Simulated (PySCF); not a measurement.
CH8N2Si2.

```xyz
13

N      2.0257    -1.0370     0.6206
Si     0.5199    -0.7921    -0.1745
N     -0.8263    -0.5421     0.8992
C     -1.5903     0.6453     0.5189
Si    -0.3946     1.2592    -0.8636
H      2.4180    -0.3638     1.2674
H      2.7241    -1.6666     0.2458
H      0.4642    -1.9496    -1.1279
H     -1.1863    -1.1363     1.6397
H     -1.7135     1.3663     1.3484
H     -2.5994     0.4199     0.1245
H      0.3143     2.5304    -0.5088
H     -1.0299     1.4425    -2.2071
```
Charge 0, spin multiplicity 1.

Coordinates come from a PBE0-D3(BJ)/def2-SVP optimisation. The structure was generated by enumeration; whether it is a known compound was not checked. The values are those of a single conformer.

Level of theory: PySCF with KT2/pcSseg-1. Non-relativistic, no solvent.

Computed absolute GIAO shielding of each atom: isotropic value and principal components (ppm):
```
atom  σ(iso)    σ11    σ22    σ33   span
----  ------  -----  -----  -----  -----
N1     218.7  187.8  220.8  247.5   59.8
Si2    377.3  332.8  375.7  423.2   90.4
N3     192.1  134.7  179.8  261.8  127.1
C4     151.1  125.7  139.1  188.5   62.8
Si5    398.9  324.6  390.2  481.8  157.2
H6      30.1   23.8   27.2   39.4   15.6
H7      29.9   23.6   25.8   40.3   16.7
H8      25.5   21.8   24.2   30.7    9.0
H9      29.8   20.7   27.8   40.9   20.2
H10     28.1   23.7   25.7   35.0   11.3
H11     28.1   24.1   25.9   34.3   10.2
H12     26.8   24.3   24.8   31.1    6.7
H13     26.6   23.9   24.8   31.3    7.4
```
